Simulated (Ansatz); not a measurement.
The same carbene extrusion along the group C, Si, Ge, Sn.

Computed with Ansatz on PBE0-D4/def2-TZVP structures; ΔE is electronic, products minus reactants. CCSD(T)/CBS adds triple-zeta CCSD(T) − MP2 to the extrapolated MP2 energy (def2 sets, frozen cores). This one scheme is used for every species. DFT in def2-TZVPP. Elements past krypton have def2 core potentials. For Br, Ge, Sn outer-core shells are correlated without core-valence functions, which leaves a few kJ/mol of doubt a bond. Scalar relativity is left out up to krypton.

```csv
reaction,CCSD(T)/CBS(def2) (kJ/mol)
`FC(F)(Cl)Br` → `ClBr` + `F[C]F`,?
`F[Si](F)(Cl)Br` → `ClBr` + `F[Si]F`,465
`[F][Ge]([F])([Cl])[Br]` → `ClBr` + `[F][Ge][F]`,301
`[F][Sn]([F])([Cl])[Br]` → `ClBr` + `[F][Sn][F]`,251
```

**Question.** Fill in the missing values. (An estimate is asked.)

**Answer.** The calculation gave: `FC(F)(Cl)Br` → `ClBr` + `F[C]F`: +267.8 kJ/mol.

Largest T1 diagnostic: 0.017, for `F[C]F`.
